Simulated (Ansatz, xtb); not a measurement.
# C4H4BrF3: which of two isomers lies lower

We compare a, `FC(F)(F)[C@@H]1C[C@@H]1Br`, a singlet, with b, `FC(F)(F)C1(Br)CC1`, a singlet. Both are isolated molecules in the gas phase, relaxed with B3LYP/def2-SVP.

Quicker runs give these differences E(b) − E(a): GFN2-xTB −0.14 kcal/mol; HF/STO-3G +0.07 kcal/mol (at GFN2-xTB geometries); r2SCAN-D4/def2-SVP −1.07 kcal/mol (at GFN2-xTB geometries).

Problem. Estimate E(b) − E(a) at the level CCSD(T)/def2-SVP + ΔMP2/def2-TZVPP.

Solution. Calculated at CCSD(T)/def2-SVP + ΔMP2/def2-TZVPP: E(b) − E(a) = −1.42 kcal/mol, so structure b lies lower.

How the difference moves with the method:

```csv
level,geometry,E(b) − E(a) (kcal/mol),departure from the last row (kcal/mol),"job, with rough time for the two"
GFN2-xTB,GFN2-xTB,−0.14,+1.29,"optimisation, 0.12 s"
HF/STO-3G,GFN2-xTB,+0.07,+1.50,"single point, 0.8 s"
r2SCAN-D4/def2-SVP,GFN2-xTB,−1.07,+0.35,"single point, 8.4 s"
B3LYP/def2-SVP,B3LYP/def2-SVP,−0.18,+1.24,"optimisation, 67 s"
HF/def2-SVP,B3LYP/def2-SVP,−0.10,+1.32,part of the CCSD(T) run
MP2/def2-SVP,B3LYP/def2-SVP,−1.77,−0.35,part of the CCSD(T) run
CCSD(T)/def2-SVP,B3LYP/def2-SVP,−1.55,−0.13,single point
CCSD(T)/def2-SVP + ΔMP2/def2-TZVPP,B3LYP/def2-SVP,−1.42,,"single point, 4.8 min"
```

As drawn, both hold the same kinds of bond in the same numbers.

GFN2-xTB, HF/STO-3G, B3LYP/def2-SVP, HF/def2-SVP find them nearly level. The largest departure from CCSD(T)/def2-SVP + ΔMP2/def2-TZVPP is that of HF/STO-3G, 1.50 kcal/mol. The last row adds to CCSD(T) the change of the MP2 difference between the two basis sets, here +0.13 kcal/mol.

With thermal terms from frequencies at re-optimised GFN2-xTB minima (ideal gas, soft modes damped towards free rotors, one conformer each, 298.15 K, 1 atm): the zero-point term adds −0.13 kcal/mol; ΔH is −1.44 and ΔG −1.48 kcal/mol.

The correlated steps freeze 16 core orbitals; the filled d shell of Br is correlated, in a basis made for valence electrons. Mirror images aren't counted in ΔG. Codes used: Ansatz 0.2.0, xtb 6.7.1; the last row on 2 threads of Arm Neoverse V2 on a shared host.
